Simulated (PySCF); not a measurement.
Species: C7H11P.
Z-matrix (Å and degrees, GFN2-xTB geometry), rows numbered from 1:
```
C 
C   1  1.3276
C   2  1.4967  1  122.41
P   2  1.8441  1  115.95  3  -180.00
C   4  1.8739  2   99.53  1   134.00
C   5  1.4965  4  106.87  2    85.68
C   6  1.3205  5  116.61  4    11.02
C   7  1.4965  6  116.61  5     0.02
H   1  1.0777  2  121.16  3  -179.98
H   1  1.0796  2  122.45  3    -0.03
H   3  1.0888  2  110.89  1   120.51
H   3  1.0888  2  110.86  1  -120.34
H   3  1.0888  2  110.23  1     0.07
H   5  1.0927  4  110.97  2   -38.21
H   5  1.0956  4  108.44  2  -155.57
H   6  1.0795  5  119.22  4  -170.31
H   7  1.0795  6  124.20  5   178.56
H   8  1.0928  4  110.99  2    38.24
H   8  1.0958  4  108.44  2   155.56
```

Probes without a nucleus sit at each ring's centroid and 1 Å off its mean plane on both sides; NICS is minus the shielding there, NICSzz its component along the normal. Level: GIAO PBE0/pcSseg-1 (PySCF, non-relativistic, gas phase) on the GFN2-xTB geometry, one conformer.

Ring bond lengths (Å), with Mayer bond orders in brackets: P4–C5 1.874 (0.96), C5–C6 1.496 (1.01), C6–C7 1.320 (1.91), C7–C8 1.497 (1.01), C8–P4 1.874 (0.96).

Q: What do the NICS probes read (ppm)?

A: 
```
          ring                                                     type  NICS(0)  NICS(1), two faces  NICS(1)zz, two faces  rms pucker (Å)  centre to ring atoms, mean (Å)
P4–C5–C6–C7–C8  5-membered ring with P; formal bonds 1 double, 4 single     -3.4         -3.5 / -3.6           -5.6 / -8.8            0.08                            1.36
```

Q: What can be read from them?

A: 
- P4–C5–C6–C7–C8: mean NICS(1)zz -7.2 ppm, shielded. C5, C8 have four or more neighbours; no verdict on aromaticity is drawn. The two faces differ by 3.2 ppm, so no symmetry operation interchanges them.

Q: What field does 9.4 T along the ring normal induce along that normal at the second NICS(1) probe listed for ring P4–C5–C6–C7–C8, 1 Å off the ring?

A: NICSzz × B0 = -8.8 ppm × 9.4 T = -83 μT, against the applied field.
